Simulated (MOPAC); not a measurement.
MOPAC input (AM1):

```
AM1 PRECISE GNORM=0.05 LET XYZ GEO-OK AUX(PRECISION=9) THREADS=1
C2HBCl2

C     2.67672200 1   -0.48056300 1   -0.20093300 1
C     1.49358800 1   -0.26815000 1   -0.11211900 1
B     0.01755200 1   -0.00315100 1   -0.00131800 1
Cl   -0.62911000 1    1.57112300 1   -0.41445000 1
Cl   -1.06680700 1   -1.26664800 1    0.54175700 1
H     3.72097900 1   -0.66804200 1   -0.27932200 1
```

From the output:

```
                                                       MOPAC v23.2.5 Linux

          FINAL HEAT OF FORMATION =         -9.15801 KCAL/MOL =     -38.31712 KJ/MOL

          COSMO AREA              =        126.96 SQUARE ANGSTROMS
          COSMO VOLUME            =        112.80 CUBIC ANGSTROMS

          GRADIENT NORM           =          0.02470          =       0.01008 PER ATOM
          IONIZATION POTENTIAL    =         11.647459 EV
          HOMO LUMO ENERGIES (EV) =        -11.647  0.004
          NO. OF FILLED LEVELS    =         13
          MOLECULAR WEIGHT        =        106.7459         POINT GROUP:  C2v

          MOLECULAR DIMENSIONS (Angstroms)

            Atom       Atom       Distance
            H     6   Cl     4     4.83428
           Cl     5   Cl     4     2.82264
            B     3    C     2     0.00000

          SCF CALCULATIONS        =         18

   ATOM   CHEMICAL          X               Y               Z
  NUMBER   SYMBOL      (ANGSTROMS)     (ANGSTROMS)     (ANGSTROMS)

     1       C          2.64785985  *  -0.47538186  *  -0.19876620  *
     2       C          1.47046867  *  -0.26399797  *  -0.11038396  *
     3       B          0.00157546  *  -0.00028894  *  -0.00011635  *
     4      Cl         -0.61141212  *   1.53866325  *  -0.40650746  *
     5      Cl         -1.04031747  *  -1.24211845  *   0.53049638  *
     6       H          3.69067608  *  -0.66260104  *  -0.27704771  *

                             CARTESIAN COORDINATES

   1    C        2.647859851    -0.475381862    -0.198766200
   2    C        1.470468673    -0.263997972    -0.110383964
   3    B        0.001575461    -0.000288943    -0.000116354
   4   Cl       -0.611412118     1.538663255    -0.406507458
   5   Cl       -1.040317466    -1.242118449     0.530496379
   6    H        3.690676076    -0.662601036    -0.277047706

           Empirical Formula: C2 H B Cl2  =     6 atoms

      MOLECULAR POINT GROUP   :   C2v

                  EIGENVALUES
 -37.95570 -37.56793 -33.61862 -24.57397 -19.27508 -15.97734 -15.74120 -14.05897
 -12.39119 -12.17327 -12.13324 -11.85816 -11.64746   0.00432   0.03344   1.24489
   2.42433   3.49264   3.59453   4.85382   6.18973

              NET ATOMIC CHARGES AND DIPOLE CONTRIBUTIONS

  ATOM NO.   TYPE          CHARGE      No. of ELECS.   s-Pop       p-Pop
    1          C          -0.124685        4.1247     1.26348     2.86120
    2          C          -0.272563        4.2726     1.26615     3.00641
    3          B           0.322541        2.6775     1.11869     1.55877
    4         Cl          -0.074685        7.0747     1.97841     5.09628
    5         Cl          -0.074672        7.0747     1.97841     5.09627
    6          H           0.224065        0.7759     0.77594
 DIPOLE           X         Y         Z       TOTAL
 POINT-CHG.     1.056    -0.190    -0.079     1.076
 HYBRID         0.454    -0.081    -0.034     0.462
 SUM            1.510    -0.271    -0.113     1.538

          ATOMIC ORBITAL ELECTRON POPULATIONS

     Atom    s        px        py        pz
    1  C   1.26348   0.95508   0.98933   0.91679
    2  C   1.26615   0.96859   1.00041   1.03742
    3  B   1.11869   0.64785   0.60630   0.30462
    4 Cl   1.97841   1.87938   1.35852   1.85838
    5 Cl   1.97841   1.69958   1.56780   1.82889
    6  H   0.77594

 **********************
 *                    *
 * JOB ENDED NORMALLY *
 *                    *
 **********************

 == MOPAC DONE ==
```

The geometry given is a B3LYP-D3(BJ)/def2-TZVP minimum.
